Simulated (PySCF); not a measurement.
Se(Cl)(OMe) (CH3ClOSe), SMILES O([Se]Cl)C. Atoms are numbered in the order given.

```xyz
7

Se    -0.0118    -0.2906     0.6905
Cl    -1.2549     1.2533    -0.2526
O      1.3859    -0.3185    -0.4025
C      1.1937    -0.9347    -1.6615
H      0.4886    -0.3547    -2.2797
H      2.1773    -0.9445    -2.1529
H      0.8208    -1.9678    -1.5624
```
Charge 0, spin multiplicity 1.

The structure is a stationary point at PBE0-D3(BJ)/def2-SVP. One conformer was computed; it need not be the lowest.

These are M06-2X/def2-TZVP run with PySCF values and carry that method's errors.

ESP charges are fitted to the potential on shells at 1.4 to 2.0 van der Waals radii. Atomic charges (e):

```
atom  ESP fit  Löwdin  Mulliken
----  -------  ------  --------
Se1      0.17       ?      0.30
Cl2     -0.12       ?     -0.19
O3      -0.23   -0.11     -0.32
C4      -0.08       ?     -0.23
H5       0.07    0.10      0.15
H6       0.12    0.12      0.14
H7       0.08    0.10      0.14
```

**Question.** What belongs in the gaps? (An estimate is asked for; the answer gives what the named calculation found.)

**Answer.** 
- Se1, Löwdin: 0.21
- Cl2, Löwdin: -0.01
- C4, Löwdin: -0.41

**Question.** Give the Mayer and Wiberg (Löwdin basis) orders of the bonds. (Estimate from the structure and the level; the computed values follow.)

**Answer.** 
```csv
bond,Mayer,Wiberg
Se1–Cl2,1.05,1.60
Se1–O3,1.01,1.54
O3–C4,0.90,1.56
C4–H5,0.97,0.94
C4–H6,0.96,0.93
C4–H7,0.97,0.94
```
